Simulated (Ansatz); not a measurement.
Born–Oppenheimer molecular dynamics of CH₄Zn (6 atoms, charge 0, multiplicity 1). It starts from a relaxed structure.

All numbers below come from RKS revPBE-D4/def2-SVP in Ansatz.

```json
{"ensemble": "NVT, Langevin thermostat", "time step": "0.5 fs", "steps asked": "166", "set temperature": "700 K", "friction": "0.05 /fs", "seed": "580486"}
```

First frame:

```xyz
6
Properties=species:S:1:pos:R:3
C -0.164 -0.413 -0.565
Zn 0.308 0.700 0.974
H 0.639 -1.145 -0.800
H -1.095 -0.991 -0.379
H -0.331 0.200 -1.476
H 0.684 1.586 2.200
```

(1) How far do the bonds stretch over the last three quarters of this one trajectory? (Pairs bonded in most of those frames.)

## Answers

(1) 
```csv
bond,mean (Å),spread (Å),shortest,longest
C1–Zn2,1.986,0.026,1.93,2.02
C1–H3,1.124,0.039,1.04,1.19
C1–H4,1.112,0.042,1.03,1.19
C1–H5,1.123,0.055,1.00,1.29
Zn2–H6,1.576,0.048,1.46,1.67
```

Mean temperature of the second half: 826 K. The mean temperature of the second half is 18 % above the set value. A run of 0.083 ps of so small a system gives no equilibrium averages.

Time of the run: 3.7 min on 1 thread of Arm Neoverse V2, with other jobs on the host, peak memory 0.11 GiB.
